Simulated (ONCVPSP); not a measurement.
**Which change was made? (Au, ONCV)**

* Element: gold
* Generator: ONCVPSP 4.0.1
* Type: optimised norm-conserving Vanderbilt (ONCV)
* Functional: BLYP
* Relativity: scalar-relativistic
* Frozen core: [Kr] 4d10 4f14
* Valence charge: 19
* Reference configuration: 5s2 5p6 5d9 6s2
* Partial waves: 5s+6s: rc 1.65 bohr, ncon 4, nbas 7, qcut 7.2 1/bohr, 2 projectors; 5p: rc 1.85 bohr, ncon 4, nbas 8, qcut 7.8 1/bohr, 2 projectors, debl 2.2 Ha; 5d: rc 1.70 bohr, ncon 4, nbas 8, qcut 9.1 1/bohr, 1 projector
* Local potential: polynomial inside 1.20 bohr (lpopt 5, dvloc0 -1 Ha)
* Core correction: Teter function, fcfact 4.5, rcfact 1.5

In the p channel the program set the typed energies aside and used -2.293, 0.250 Ha.

Cutoffs, loose and tight: the cutoffs (Ha) at which the residual kinetic energy of the hardest occupied pseudo-wave falls to 1 and 0.1 mHa per electron. They do not see the model core or the augmentation charge, which bear on the density cutoff. Test errors are all-electron minus pseudo excitation energies from the reference, over the configurations 5s2 5p6 5d10 6s1; 5s2 5p6 5d10 6s0; 5s2 5p6 5d9 6s0; 5s1 5p6 5d10 6s1; variants that change the core or the reference have their own tests.

The base gives: outcome: generated, projector energies reset by the program; cutoff, loose: 22 Ha; cutoff, tight: 26 Ha; bound ghosts: none; GHOST(+) flags above zero: s; largest test error (meV): -645.

(1) After one change the result is: outcome: generated, projector energies reset by the program; cutoff, loose: 22 Ha; cutoff, tight: 56 Ha; bound ghosts: none; GHOST(+) flags above zero: s; largest test error (meV): -893. Which change was it?
A. s: qcut 4.6
B. s: qcut 10.9
C. s: qcut 8.5

## Answers

(1) A. The others give: s: qcut 8.5 → outcome: generated, projector energies reset by the program; cutoff, loose: 23 Ha; cutoff, tight: 28 Ha; bound ghosts: none; GHOST(+) flags above zero: s; largest test error (meV): -514 | s: qcut 10.9 → outcome: generated, projector energies reset by the program; cutoff, loose: 31 Ha; cutoff, tight: 37 Ha; bound ghosts: none; GHOST(+) flags above zero: s; largest test error (meV): -318.
